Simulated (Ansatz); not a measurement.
Ti2H4⁻. Total charge -1; doublet. Geometry r2SCAN-D4/def2-TZVP, that of the neutral singlet; atoms count from 1.

| atom | x (Å) | y (Å) | z (Å) |
| --- | --- | --- | --- |
| Ti1 | 0.442 | -0.429 | 0.513 |
| Ti2 | -0.291 | 0.867 | -0.993 |
| H3 | 1.495 | 0.628 | -0.652 |
| H4 | -0.156 | -0.162 | 2.153 |
| H5 | -0.173 | -0.956 | -1.259 |
| H6 | -1.316 | 0.051 | 0.239 |

The charge -1 doublet is spin-contaminated (final ⟨S²⟩ up to 1.92, 0.75 for a pure state). The highest occupied level of the charge -1 doublet lies above zero (up to 0.53 eV). Its loss leaves the charge 0 singlet, which lies 1.10 eV higher (vertical, at PBE0-D4/def2-TZVPD), but this difference is unsure: the singlet is doubtful (at the level of its geometry, restricted singlet, unstable towards broken spin symmetry). The structure comes from a short search, and lower isomers may exist.

Question: Estimate the Mulliken populations from the PBE0/def2-TZVPD orbitals of Ansatz.

Answer: 
```json
{"atom": "Ti1", "charge (e)": "-0.37", "spin (α − β)": "-1.49", "d electrons": "2.88"}
{"atom": "Ti2", "charge (e)": "-0.44", "spin (α − β)": "2.39", "d electrons": "2.82"}
{"atom": "H3", "charge (e)": "-0.09", "spin (α − β)": "0.02", "d electrons": "–"}
{"atom": "H4", "charge (e)": "-0.13", "spin (α − β)": "0.06", "d electrons": "–"}
{"atom": "H5", "charge (e)": "-0.03", "spin (α − β)": "0.01", "d electrons": "–"}
{"atom": "H6", "charge (e)": "0.05", "spin (α − β)": "0.01", "d electrons": "–"}
```
Mulliken values and Mayer orders depend strongly on the basis. With diffuse functions, as here, like atoms can get unlike values, and bond orders can come out too low or too high.

Question: Where does the spin sit?

Answer: Summed by element: Ti 0.90, H 0.10, of 1 unpaired in all. Largest on single atoms: Ti2 2.39, Ti1 -1.49, H4 0.06.

Question: And the Mayer bond orders between bonded heavy atoms (over 0.3)?

Answer: Ti1–Ti2 1.94 (2.12 Å).
